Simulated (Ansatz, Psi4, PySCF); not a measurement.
Cl$_{3}$Fe (SMILES [Cl][Fe]([Cl])[Cl]), sextet, geometry from GFN2-xTB (such geometries of metal compounds can be far from the true shape). Base run: PBE/STO-3G in PySCF.

Geometry (Å):
```xyz
4

Fe    -0.0906    -0.3602    -0.2040
Cl     1.9724    -0.0435    -0.3506
Cl    -0.6770    -0.5902     1.7913
Cl    -1.1569     1.1846    -1.1286
```
Charge 0, spin multiplicity 6.
Orbitals are unrestricted.
All else is at PySCF's defaults.

The same geometry, method and basis name were run in Ansatz (a quantum-chemistry and plane-wave program) and Psi4 and PySCF, at each program's defaults and at the settings that a row names. The base is PySCF at its defaults. Differences at the defaults can come from grids, fitting, cores and function types together.

```json
[
 {"code and settings": "PySCF, defaults (exact integrals, its default grid, spherical functions)", "ΔE vs base (mEh)": "0.000", "basis functions": "45", "E (Eh)": "-2614.91574", "SCF cycles": "19", "dipole (D)": "2.47"},
 {"code and settings": "Psi4, defaults (density fitting with its default set, its default grid, spherical functions)", "ΔE vs base (mEh)": "-3.971", "basis functions": "45", "E (Eh)": "-2614.91971", "SCF cycles": "13", "dipole (D)": "2.47"},
 {"code and settings": "Ansatz, defaults (factorised integrals, its default grid, spherical functions)", "ΔE vs base (mEh)": "0.000", "basis functions": "45", "E (Eh)": "-2614.91574", "SCF cycles": "-", "dipole (D)": "-"},
 {"code and settings": "PySCF, density fitting with def2-universal-jkfit", "ΔE vs base (mEh)": "-3.876", "basis functions": "45", "E (Eh)": "-2614.91961", "SCF cycles": "19", "dipole (D)": "2.47"},
 {"code and settings": "PySCF, fine grid", "ΔE vs base (mEh)": "0.001", "basis functions": "45", "E (Eh)": "-2614.91574", "SCF cycles": "21", "dipole (D)": "2.47"},
 {"code and settings": "Psi4, exact integrals, spherical functions, fine grid", "ΔE vs base (mEh)": "-0.004", "basis functions": "45", "E (Eh)": "-2614.91574", "SCF cycles": "15", "dipole (D)": "2.47"},
 {"code and settings": "Ansatz, high accuracy", "ΔE vs base (mEh)": "0.002", "basis functions": "45", "E (Eh)": "-2614.91574", "SCF cycles": "-", "dipole (D)": "-"}
]
```

Open shells are given as the SCF converged; they aren't shown to be the lowest states, and a large step between rows can be another state.
